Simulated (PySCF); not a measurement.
B₂F₃, SMILES FB(F)[B]F, multiplicity 2. Geometry optimised at PBE-D3(BJ)/def2-SVP. The isomer is the one that the SMILES or the coordinates give; other isomers of the formula were not compared. The values are those of a single conformer.

Give the equilibrium geometry at PBE-D3(BJ)/def2-SVP (PySCF confirms it by a frequency run) as bond lengths and angles, and its point group. (Estimate from the structure and the level; the computed values follow.)

This is not unique; one that fits is point group Cs.
Atoms: F1 B2 B3 F4 F5. Bonded distances (Å): F1–B2 1.303, B2–B3 1.672, B3–F4 1.338, B3–F5 1.338. Angles (°): F1–B2–B3 142.5, B2–B3–F4 120.7, B2–B3–F5 120.7, F4–B3–F5 117.6.
Charge 0, spin multiplicity 2.
